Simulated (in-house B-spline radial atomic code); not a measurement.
Radial electron density of Br IV (Br3+), [Ar] 3d10 4s2 4p2. Computed with an all-electron radial atomic-structure program (B-spline basis): Dirac-Kohn-Sham LC-wPBE, spherical fractional occupations, exact exchange averaged over the configuration, Fermi nucleus of rms radius 4.1629 fm.

Columns: r (bohr), 4πr²n(r) (electrons per bohr), bar.

```
 0.00187    1.396 #
 0.00228    1.991 ##
 0.00278     2.82 ##
 0.00339    3.966 ###
 0.00413    5.516 #####
 0.00503    7.582 #######
 0.00613    10.29 #########
 0.00746    13.71 ############
  0.0091    17.95 ###############
  0.0111    22.93 ####################
  0.0135    28.34 ########################
  0.0165    33.96 #############################
  0.0201    38.86 ##################################
  0.0244    42.29 ####################################
  0.0298    43.63 ######################################
  0.0363     42.5 #####################################
  0.0442    39.61 ##################################
  0.0539    36.61 ################################
  0.0657    35.81 ###############################
    0.08    38.75 #################################
  0.0975    44.76 #######################################
   0.119    50.37 ###########################################
   0.145    51.02 ############################################
   0.176    45.06 #######################################
   0.215    35.31 ##############################
   0.262    28.67 #########################
   0.319    28.99 #########################
   0.389    33.36 #############################
   0.474    34.78 ##############################
   0.578    29.43 #########################
   0.704     19.9 #################
   0.858     11.3 ##########
    1.05     6.32 #####
    1.27    4.436 ####
    1.55     3.43 ###
    1.89    2.307 ##
    2.31    1.148 #
    2.81   0.4099 
    3.42  0.09898 
    4.17  0.01461 
    5.08 0.001243 
    6.19 5.067e-05
```

On this grid the curve has 3 maxima, near 0.0298, 0.145, 0.474 bohr.

The 4p3/2 radial function P(r) = rR(r), positive near the nucleus, with its small component Q(r) (sign convention: Q ≈ (P' + κP/r)/2c):

```csv
r (bohr),P,Q
0.00278,0.001236,-7.946e-05
0.00413,0.002647,-0.0001699
0.00613,0.005594,-0.0003591
0.0091,0.01163,-0.0007467
0.0135,0.02353,-0.001513
0.0201,0.04616,-0.002973
0.0298,0.08496,-0.005499
0.0442,0.1437,-0.009427
0.0657,0.2133,-0.01447
0.0975,0.2526,-0.01875
0.145,0.184,-0.01866
0.215,-0.04558,-0.01113
0.319,-0.3325,0.001117
0.474,-0.3805,0.009129
0.704,0.003822,0.007244
1.05,0.5832,0.0003034
1.55,0.8471,-0.004004
2.31,0.5912,-0.003566
3.42,0.1967,-0.001237
5.08,0.02419,-0.0001541
```
